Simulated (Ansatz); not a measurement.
Isolated molecules relaxed with PBE0-D4/def2-TZVP in Ansatz; ΔE leaves out vibrations. CCSD(T)/CBS is the MP2 limit (def2-TZVPP, def2-QZVPP) plus CCSD(T) − MP2 in def2-TZVPP, frozen cores. This one scheme is used for every species. DFT in def2-TZVPP. B3LYP here is the variant with VWN-RPA as its local correlation; programs differ in this. HSE06 is defined as in plane-wave codes. def2 core potentials past Kr. For In outer-core shells are correlated without core-valence functions, which leaves a few kJ/mol of doubt a bond. One conformer a species, not always the lowest.

`[InH2][C]1=NC1` + `N[SiH3]` → `N[SiH2][InH2]` + `C1=NC1`  (formal exchange of groups at the In–C bond)

```tsv
level	ΔE (kcal/mol)	difference from CCSD(T)/CBS
LDA (SPW92)	-4.8	-3.4
PBE-D4	-4.0	-2.6
revPBE-D4	-3.2	-1.8
BLYP-D4	-2.0	-0.6
r2SCAN-D4	-2.3	-0.9
B97M-V	-2.3	-0.9
PBE0-D4	-3.7	-2.3
B3LYP-D4	-2.1	-0.7
r2SCANh-D4	-2.4	-1.0
r2SCAN0-D4	-2.6	-1.2
HSE06-D4	-3.7	-2.3
BHLYP-D4	-1.8	-0.4
CAM-B3LYP-D4	-1.4	0.0
ωB97X-V	-1.5	-0.1
ωB97M-V	-1.8	-0.4
B2PLYP	-0.9	0.5
PBE-QIDH	-1.8	-0.4
PBE	-3.9	-2.5
revPBE	-3.4	-2.0
r2SCAN	-2.3	-0.9
PBE0	-3.6	-2.2
B3LYP	-2.0	-0.6
r2SCANh	-2.4	-1.0
r2SCAN0	-2.6	-1.2
HSE06	-3.6	-2.2
BHLYP	-1.3	0.1
RPA@PBE/def2-TZVPP	0.3	1.7
HF/def2-SVP	-1.2	0.2
MP2/def2-SVP	0.7	2.1
CCSD/def2-SVP	-1.0	0.4
CCSD(T)/def2-SVP	-0.8	0.6
HF/def2-TZVPP	0.3	1.7
MP2/def2-TZVPP	0.5	1.9
SCS-MP2/def2-TZVPP	0.9	2.3
CCSD/def2-TZVPP	-0.6	0.8
HF/def2-QZVPP	0.5	1.9
SCS-MP2/def2-QZVPP	0.4	1.8
HF/CBS(def2)	0.5	1.9
MP2/CBS(def2)	-0.4	1.0
CCSD/CBS(def2)	-1.6	-0.2
CCSD(T)/CBS	-1.4	0
```

Largest T1 diagnostic among the species: 0.014.

Leaving LDA and LC-ωPBE aside and taking each functional with its dispersion term where it has one, the values spread over 3.1 kcal/mol, from PBE-D4 to B2PLYP. LDA lies −0.9 kcal/mol from PBE without D4.
